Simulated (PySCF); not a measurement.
Job for PySCF: R-BP86/LANL2DZ on ClFGeH2 (SMILES [F][GeH2][Cl]), a point of a bond scan (R = 1.567 Å).

```python
from pyscf import gto, scf, dft, mp
from pyscf.data.elements import chemcore

mol = gto.M(
    atom='''
    Ge   -0.48721924   -0.28782149    0.04175761
    F    -1.10211369    1.15341074    0.03508476
    Cl    1.64415390   -0.04137166   -0.10759465
    H    -0.82640627   -0.91124549    1.39620161
    H    -0.99927659   -0.99707760   -1.21242615
    ''',
    basis='lanl2dz',
    ecp={'Cl': 'lanl2dz', 'Ge': 'lanl2dz'},
    charge=0, spin=0, verbose=3, max_memory=1800)
mf = dft.RKS(mol, xc='b88,p86')
mf.conv_tol = 1e-8
mf.max_cycle = 100
mf.kernel()
if not mf.converged:
    mf = mf.newton().run(mf.mo_coeff, mf.mo_occ)
```

The log:

```
converged SCF energy = -119.838625767737
```

The run converged.

Cost: about 1.6 core-seconds (a rough figure).
